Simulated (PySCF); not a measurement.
An unknown is described by computed data only.

Elements present: Al, C and H. Monoisotopic mass: 124.0833 u.

| Property | Result |
| --- | --- |
| Polarisability | 112.4 au [B3LYP/def2-SVPD] |
| Triplet | lowest triplet excitation (Tamm–Dancoff): 3.51 eV [TDA B3LYP/def2-SVPD] |
| Rotational structure | rotational constants A, B, C: 2.964, 1.165, 0.997 GHz [PBE0-D3(BJ)/def2-SVP] |
| 13C NMR | chemical shifts (computed TMS as zero) by class: 155.0 (1 C), 107.3 (1 C), 40.6 (1 C), 32.4 (1 C), 29.1 (1 C), 29.0 (1 C), 12.1 (1 C) ppm [GIAO PBE0/pcSseg-1] |
| UV, first state | lowest singlet excitation: 3.79 eV (327 nm, f = 0.018) [TDDFT B3LYP/def2-SVPD] |
| Dipole | 1.03 D [B3LYP/def2-SVPD] |
| 1H NMR | chemical shifts (computed TMS as zero) by class: 5.40 (1 H), 4.89 (1 H), 4.67 (1 H), 2.25 (1 H), 2.11 (1 H), 1.93 (3 H), 1.36 (1 H), 1.19 (1 H), 1.15 (1 H), 0.57 (1 H), 0.09 (1 H) ppm [GIAO PBE0/pcSseg-1] |
| UV, strongest line | among the 10 lowest singlet transitions: S6 at 5.93 eV (209 nm, f = 0.200) [TDDFT B3LYP/def2-SVPD] |
| NMR, other nuclei | isotropic shieldings of nuclei other than C and H, by class: 270 (1 Al) ppm [GIAO PBE0/pcSseg-1] |
| Valence photoelectron | vertical ionisation energy: 7.86 eV [ΔSCF B3LYP/def2-SVPD] |

Electronic properties: PySCF, gas phase, density fitting. Levels stand in brackets. One conformer (not necessarily the lowest) at the PBE0-D3(BJ)/def2-SVP geometry, without solvent, vibrations or thermal averaging. Each NMR value is the plain mean over a class of atoms that symmetry, rotation or inversion makes alike.

Question: Which formula fits the mass and the elements?

Answer: C7H13Al (calculated 124.0833). No other formula that holds each of these elements comes within 0.0003 u with a fitting electron parity and a possible valence count.

Question: Propose a structure and show how it fits.

Answer: Numbering: `[CH2:1]=[C:2]([CH3:3])[C@H:4]1[CH2:5][CH2:6][CH2:7][AlH:8]1`. 7 carbons fall into 7 classes; from least to most shielded: fully substituted alkene carbon [C2] (155.0 ppm), terminal =CH2 carbon [C1] (107.3 ppm), allylic carbon [C4] (40.6 ppm), ring CH2 carbon [C5] (32.4 ppm), allylic carbon [C3] (29.1 ppm), ring CH2 carbon [C6] (29.0 ppm), ring CH2 carbon [C7] (12.1 ppm). Hydrogen classes from least to most shielded: 1 H on an aluminium bonded to 2 C and H, Al8 (5.40 ppm), 1 H on a terminal =CH2 carbon, C1 (4.89 ppm), 1 H on a terminal =CH2 carbon, C1 (4.67 ppm), 1 H on a ring CH2 carbon, C6 (2.25 ppm), 1 H on a ring CH2 carbon, C5 (2.11 ppm), 3 H on an allylic carbon, C3 (1.93 ppm), 1 H on a ring CH2 carbon, C5 (1.36 ppm), 1 H on an allylic carbon, C4 (1.19 ppm), 1 H on a ring CH2 carbon, C6 (1.15 ppm), 1 H on a ring CH2 carbon, C7 (0.57 ppm), 1 H on a ring CH2 carbon, C7 (0.09 ppm). The other shieldings belong to: 270 ppm, aluminium bonded to 2 C and H [Al8]. S1 is mainly HOMO→LUMO (weight 0.97); the largest Löwdin shares of the orbital it empties are 0.28 on the terminal =CH2 carbon, 0.19 on an allylic carbon, 0.19 on the fully substituted alkene carbon and 0.09 on the aluminium bonded to 2 C and H, of the orbital it fills 0.56 on the aluminium bonded to 2 C and H, 0.12 on the Al–H hydrogen, 0.10 on a ring CH2 carbon and 0.08 on an allylic carbon. The optimised geometry has point group C1 and is an asymmetric top. Structure: `C=C(C)[C@H]1CC[CH2][AlH]1`. Computed isomers that give other values at the same levels: `C=C(C)[C@H]1C[CH2][AlH][CH2]1` (rotational constant A: 3.291 GHz; this holds for the one conformer computed); `C=CC[C@H]1CC[CH2][AlH]1` (13C chemical shifts (computed TMS as zero) by class: 163.5 (1 C), 119.3 (1 C), 41.9 (1 C), 40.4 (1 C), 30.1 (1 C), 18.1 (1 C), 6.9 (1 C) ppm); `C1[CH2][AlH][C@@H](C2CC2)C1` (13C chemical shifts (computed TMS as zero) by class: 38.1 (1 C), 37.4 (1 C), 28.9 (1 C), 13.7 (1 C), 13.7 (1 C), 9.9 (1 C), 7.2 (1 C) ppm). The assignments are read from this structure; whether some other isomer fits the data as well wasn't checked. The mirror image fits equally.
